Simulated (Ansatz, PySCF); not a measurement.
Li(OH) (HLiO), SMILES [Li][OH].

Geometry optimised at r2SCAN-D4/def2-TZVPD. The isomer is the one that the SMILES or the coordinates give; other isomers of the formula were not compared.

Vertical ionisation energy (IE) and electron affinity (EA) in eV. Rows of orbital energies are one-electron estimates. Where ΔSCF, EOM or ADC give a negative EA the extra electron is unbound and the value depends on the basis.

```
level                                                                    IE     EA
--------------------------------------------------------------------  -----  -----
−ε(HOMO), −ε(LUMO), HF/def2-TZVPD (PySCF)                             10.28  -0.07
−ε(HOMO), −ε(LUMO), CAM-B3LYP/def2-TZVPD (PySCF)                       7.85   0.56
−ε(HOMO), −ε(LUMO), PBE/def2-TZVPD (PySCF)                             4.77   1.40
ΔSCF, PBE0/def2-TZVPD (Ansatz), final states of multiplicity 2 and 2   9.10   0.16
ΔSCF, PBE/def2-TZVPD (Ansatz), final states of multiplicity 2 and 2    9.40   0.17
```

Question: What vertical singlet–triplet gap does ΔSCF give with PBE0/def2-TZVPD (Ansatz, a quantum-chemistry and plane-wave program) and with PBE/def2-TZVPD (Ansatz)? (The exact figures need the calculation; the answer reports its results.)

Answer: 4.47 and 4.70 eV (triplet above singlet where positive).
